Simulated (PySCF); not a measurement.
H7NO2Si2.

```xyz
12

N     -2.1686     0.3961     0.7738
Si    -0.9596     0.0190    -0.3873
O     -0.6024    -1.6067    -0.3214
O      0.5160     0.7307    -0.1360
Si     2.0858     0.2713     0.1714
H     -2.0057     0.2420     1.7650
H     -2.7647     1.2051     0.6265
H     -1.4828     0.4758    -1.6959
H     -1.3531    -2.2055    -0.2370
H      2.9020     1.5102     0.2992
H      2.1759    -0.4978     1.4466
H      2.6315    -0.5599    -0.9391
```

Coordinates come from a B3LYP-D3(BJ)/def2-SVP optimisation. The structure was generated by enumeration; whether it is a known compound was not checked. Other conformers were not sampled.

Calculation: PBE/pcSseg-1 in PySCF. Non-relativistic, no solvent.

### Question
Give the absolute GIAO shielding of each atom: isotropic value and principal components (ppm). (The exact figures need the calculation; the answer reports its results.)

### Answer

```tsv
atom	σ(iso)	σ11	σ22	σ33	span
N1	222.2	198.2	202.7	265.6	67.4
Si2	379.8	348.0	383.0	408.2	60.2
O3	270.7	235.8	275.2	301.0	65.2
O4	276.6	247.0	272.8	310.1	63.1
Si5	377.2	331.6	341.2	458.8	127.1
H6	30.4	24.3	26.5	40.4	16.1
H7	30.2	24.6	25.7	40.3	15.7
H8	26.4	23.1	23.9	32.4	9.3
H9	29.9	22.4	24.7	42.6	20.2
H10	26.2	23.0	24.4	31.2	8.2
H11	25.9	22.6	24.5	30.7	8.1
H12	26.0	22.7	24.4	30.8	8.1
```
